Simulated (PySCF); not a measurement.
## C₆ coefficients of unlike pairs at UHF

Calculated with PySCF 2.14 from the dipole response of each species, C₆(A,B) = (3/π) ∫ α_A(iu) α_B(iu) du, in atomic units, from isotropic polarisabilities. For ions this is the dispersion term alone; charge-induced terms of lower order in 1/R come first.

| species | configuration | basis | relativity | α (bohr³) | C₆ (like pair) |
| --- | --- | --- | --- | --- | --- |
| Au | [Xe] 4f14 5d10 6s1 (2S) | def2-TZVPPD with the def2 core potential (60 electrons) (6s5p3d2f1g) | core potential | 48.30 | 391.7 |
| C⁺ | [He] 2s2 2p1 (2P) | def2-QZVPPD (8s4p4d2f1g) | none | 6.302 | 14.94 |
| Hg⁺ | [Xe] 4f14 5d10 6s1 (2S) | def2-QZVPPD with the def2 core potential (60 electrons) (7s5p4d4f2g) | core potential | 23.59 | 168.6 |
| Be⁺ | [He] 2s1 (2S) | def2-QZVPPD (7s4p2d1f) | none | 24.88 | 70.89 |

Question: Estimate C₆ for Be⁺ with Au.

Answer: The integral gives 159.6. The combination rule 2 C_A C_B / (C_A α_B/α_A + C_B α_A/α_B) gives 163.6 and the geometric mean 166.6.

No spin-orbit coupling is included.

The other pairs:

| pair | C₆ |
| --- | --- |
| Hg⁺, Au | 250.3 |
| Hg⁺, C⁺ | 49.84 |
| Be⁺, Hg⁺ | 95.17 |
| C⁺, Au | 73.23 |
| Be⁺, C⁺ | 27.64 |
